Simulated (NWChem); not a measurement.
BCl cation, doublet; SMILES of the neutral closed-shell parent BCl

```xyz
2

B      0.0000     0.0000    -1.2134
Cl     0.0000     0.0000     0.3903
```
Atoms are numbered in this order, from 1.

Computed with NWChem. Geometry optimised at PBE0/def2-SVP; all other runs use it. Pople sets run with spherical d functions. Spin-unrestricted. This spin state was assumed; another may lie lower. Vzz has the sign of the potential's second derivative. Excited states of an open shell can be spin-contaminated.

```
quantity                                            level   value
---------------------------------  ----------------------  ------
Vzz B1 (a.u.)                               PBE/def2-TZVP  -0.370
vertical, lowest excitation (eV)   B3LYP/aug-cc-pVDZ, TDA    4.50
A(iso) 11B atom 1 (MHz)                       PBE0/6-31G*    1295
highest occupied level (eV)                RPBE/def2-TZVP       …
highest harmonic frequency (cm⁻¹)           PBE0/def2-SVP       …
```

Problem. Some entries are withheld; supply them.

Solution. 
- highest occupied level (eV), value: -15.97
- highest harmonic frequency (cm⁻¹), value: 1162
